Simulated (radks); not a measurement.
Excited configurations of Ti2+: one electron is placed in a higher orbital outside [Ar] 3d1. The ground configuration is [Ar] 3d2. Method: Dirac Kohn-Sham, PBE, spin-unpolarised, spherical densities, point nucleus; open shells are shared between the two j in proportion to 2j + 1; computed with a radial shooting solver on a logarithmic mesh with Libxc functionals. Excitation = E - E(ground); binding = E(ion) - E, where the ion is the core of charge +3; n* = 3/sqrt(2 binding) in atomic units, and the quantum defect is n - n*. Eigenvalue and <r> are those of j = l + 1/2.

| outer orbital | excitation (eV) | binding (eV) | n* | quantum defect | eigenvalue (eV) | <r> (bohr) |
|---|---|---|---|---|---|---|
| 4s | 4.238 | 22.709 | 2.322 | 1.678 | -18.972 | 2.807 |
| 4d | 15.411 | 11.537 | 3.258 | 0.742 | -9.400 | 4.433 |
| 4f | 19.130 | 7.817 | 3.958 | 0.042 | -6.237 | 5.791 |
| 5s | 15.714 | 11.233 | 3.302 | 1.698 | -9.620 | 5.601 |
| 5p | 17.438 | 9.509 | 3.589 | 1.411 | -8.070 | 6.327 |
| 5f | 21.733 | 5.215 | 4.846 | 0.154 | -4.323 | 9.928 |
| 6s | 20.228 | 6.720 | 4.269 | 1.731 | -5.814 | 9.335 |
| 6f | 23.256 | 3.691 | 5.760 | 0.240 | -3.136 | 15.02 |
| 7p | 22.914 | 4.033 | 5.510 | 1.490 | -3.506 | 15.31 |
| 7f | 24.211 | 2.736 | 6.690 | 0.310 | -2.358 | 21.08 |

The Delta-SCF ionisation energy is 26.947 eV (NIST Atomic Spectra Database: 27.492 eV, measured). Self-interaction in the functional shifts the binding energies and quantum defects, so they are the method's values and not measured ones. Spin polarisation and multiplet splitting are left out, so open shells lie too high by an amount that depends on their filling.

Beside tabulated values, note that spin-unpolarised runs miss the spin-polarisation part of the exchange energy of open shells.
